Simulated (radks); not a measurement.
Hg I, 80 electrons, occupied as [Hg].

All-electron calculation, scalar-relativistic Kohn-Sham, PBE, spin-polarised, spherical densities, point nucleus. Program: a radial shooting solver on a logarithmic mesh with Libxc functionals.

Energy parts (eV):
total: -533961.19
kinetic: 599595.37
electron-nucleus: -1330433.13
Hartree: 206953.28
exchange-correlation: -10076.71

Orbitals (lengths in bohr, moments of r in powers of bohr; <r^-3> diverges for s and p1/2; r(90%) holds 90 % of the orbital's charge):
| orbital | occ. | eigenvalue (eV) | <r^-3> | r(90%) | <r^4> |
|---|---|---|---|---|---|
| 1s | 2 | -83188.20 | - | 0.0303 | 3.988e-07 |
| 2s | 2 | -14743.34 | - | 0.109 | 0.00005817 |
| 2p | 6 | -12711.02 | 26790 | 0.103 | 0.00004760 |
| 3s | 2 | -3498.632 | - | 0.265 | 0.002098 |
| 3p | 6 | -2911.591 | 6158 | 0.272 | 0.002319 |
| 3d | 10 | -2294.716 | 759.0 | 0.256 | 0.001782 |
| 4s | 2 | -769.2557 | - | 0.572 | 0.04662 |
| 4p | 6 | -576.8411 | 1492 | 0.617 | 0.06249 |
| 4d | 10 | -348.7441 | 161.5 | 0.669 | 0.08568 |
| 5s | 2 | -118.1825 | - | 1.29 | 1.205 |
| 4f | 14 | -95.8873 | 31.72 | 0.772 | 0.1596 |
| 5p | 6 | -66.5159 | 259.5 | 1.51 | 2.262 |
| 5d | 10 | -9.8604 | 15.39 | 2.35 | 14.32 |
| 6s | 2 | -6.8169 | - | 4.06 | 118.7 |

The highest occupied level is 6s at -6.817 eV. The density falls to 0.001 e/bohr^3 at r = 4.31 bohr.
